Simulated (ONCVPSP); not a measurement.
## Building the ONCV potential for vanadium (BLYP, fully relativistic).

V, optimised norm-conserving Vanderbilt (ONCV), made with ONCVPSP 4.0.1 (BLYP, fully relativistic). Core [Ar], reference 3d3 4s1 4p1. Waves: 4s: rc 2.70 bohr, ncon 3, nbas 7, qcut 2.8 1/bohr, 2 projectors, debl 3.1 Ha; 4p: rc 3.20 bohr, ncon 4, nbas 8, qcut 2.7 1/bohr, 2 projectors, debl 1.1 Ha; 3d: rc 1.60 bohr, ncon 4, nbas 9, qcut 8.8 1/bohr, local. Local part: the d channel. Core correction: polynomial model core, fcfact 0.3.

Open shells are filled in proportion to 2j + 1.

All-electron outer shells of the reference configuration (BLYP, scalar-relativistic, ld1.x):

```tsv
shell	level (eV)	outermost node (bohr)	outermost maximum (bohr)
3s	-71.37	0.38	0.82
3p	-45.25	0.35	0.84
3d	-6.40	–	0.88
4s	-5.45	1.17	2.69
4p	-1.97	1.29	3.54
```

**Question.** Estimate the cutoffs (Ha) at which the residual kinetic energy of the hardest occupied pseudo-wave falls to 1 and 0.1 mHa per electron.

**Answer.** 32 Ha and 36 Ha.

**Question.** Does the potential have ghost states?

**Answer.** Ghosts flagged at negative energy: s at -34.0 eV, p3/2 at -5.2 eV, p1/2 at -3.8 eV; no localised positive-energy state flagged. A true bound ghost makes a file unfit for plane-wave use.

**Question.** Which valence shell sets the plane-wave cutoff?

**Answer.** 3d: 32 Ha for 1 mHa per electron, against 3 Ha for 4s.

Its largest configuration-test error is -195 meV (3d2 4s2 4p0). 1 of 4 tests not solved or not reliable.
